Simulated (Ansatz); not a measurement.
`N[SiH](O)Br` → Br• + `N[SiH]O`•  (homolysis of the Br–Si bond)

Program: Ansatz. Geometries: PBE0-D4/def2-TZVP. ΔE: electronic, gas phase. CCSD(T)/CBS adds triple-zeta CCSD(T) − MP2 to the extrapolated MP2 energy (def2 sets, frozen cores). Functionals use def2-TZVPP. B3LYP here is the variant with VWN-RPA as its local correlation; programs differ in this. HSE06 is defined as in plane-wave codes. No spin–orbit coupling; open shells (•) take unrestricted orbitals. Spin–orbit coupling would lower the free atoms: clearly for Br. For Br outer-core shells are correlated without core-valence functions, so the limit isn't a true one: a few kJ/mol of doubt a bond, and 10 to 20 or more in all where bonds break to atoms. Scalar relativity is left out up to krypton. One conformer a species, not always the lowest.

`N[SiH](O)Br`:

```xyz
8

N    -1.104    0.043   -0.506
Si    0.531    0.170   -0.060
O     0.704    0.238    1.561
Br    1.491   -1.632   -0.948
H    -1.380   -0.489   -1.313
H    -1.770    0.759   -0.267
H     1.278    1.348   -0.540
H     0.251   -0.437    2.073
```

`N[SiH]O`•:

```xyz
7

N     0.575    0.547   -0.707
Si   -0.625    0.295    0.503
O    -0.167   -0.955    1.477
H     1.505    0.843   -0.453
H     0.298    0.955   -1.587
H    -1.874   -0.003   -0.273
H     0.289   -1.681    1.041
```

| level | ΔE (eV) | difference from CCSD(T)/CBS |
| --- | --- | --- |
| LDA (SPW92) | 5.05 | 0.36 |
| revPBE-D4 | 4.33 | -0.36 |
| BLYP-D4 | 4.27 | -0.42 |
| B97M-V | 4.52 | -0.17 |
| PBE0-D4 | 4.49 | -0.20 |
| HSE06-D4 | 4.49 | -0.20 |
| ωB97M-V | 4.59 | -0.10 |
| B2PLYP | 4.41 | -0.28 |
| revPBE | 4.16 | -0.53 |
| B3LYP | 4.24 | -0.45 |
| CAM-B3LYP | 4.33 | -0.36 |
| RPA@PBE/def2-TZVPP | 4.07 | -0.62 |
| MP2/def2-SVP | 4.43 | -0.26 |
| CCSD/def2-SVP | 4.20 | -0.49 |
| CCSD(T)/def2-SVP | 4.25 | -0.44 |
| SCS-MP2/def2-TZVPP | 4.56 | -0.13 |
| CCSD(T)/CBS | 4.69 | 0 |

Largest T1 diagnostic among the species: 0.014.

Leaving LDA and LC-ωPBE aside and taking each functional with its dispersion term where it has one, the values spread over 0.32 eV, from BLYP-D4 to ωB97M-V. LDA lies +0.67 eV from PBE without D4, its usual overbinding. At CCSD(T), def2-SVP lies −0.44 eV from the extrapolated value and def2-TZVPP −0.21 eV: correlation converges slowly with the basis, and small sets miss more of it in the bonded molecule than in its fragments.

CCSD(T)/CBS has its own doubt, a few kJ/mol and more with outer-core shells, so smaller differences from it don't rank the levels.
